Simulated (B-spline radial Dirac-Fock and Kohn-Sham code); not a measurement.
What relativity does to the binding energies of Cd⁶⁺

System: Cd⁶⁺, configuration [Kr] 4d6.

Both columns are ΔSCF binding energies of the configuration average from a radial atomic solver: non-relativistic Hartree-Fock with a point nucleus, and Dirac-Fock with a finite nucleus and the Coulomb interaction alone, averaged over the two j levels with weights 2j+1.

| shell | Hartree-Fock (eV) | Dirac-Fock (eV) | shift (eV) | shift (%) |
| --- | --- | --- | --- | --- |
| 1s | 26038.2 | 26907.1 | +868.86 | +3.34 |
| 2s | 3935.6 | 4146.4 | +210.82 | +5.36 |
| 2p | 3661.6 | 3721.5 | +59.92 | +1.64 |
| 3s | 842.4 | 885.9 | +43.51 | +5.17 |
| 3p | 730.3 | 743.3 | +12.98 | +1.78 |
| 3d | 524.0 | 517.8 | -6.28 | -1.20 |
| 4s | 210.8 | 219.5 | +8.64 | +4.10 |
| 4p | 171.1 | 173.4 | +2.25 | +1.32 |
| 4d | 108.6 | 107.6 | -1.03 | -0.95 |

Relativity binds 1s, 2s, 2p, 3s, 3p, 4s, 4p more strongly, among those listed most of all 2s in relative terms, and 3d, 4d more weakly, because the contracted s and p shells screen the nucleus better.

Values without a named source are computed, but for edge energies of neutral atoms, which are taken from tables.
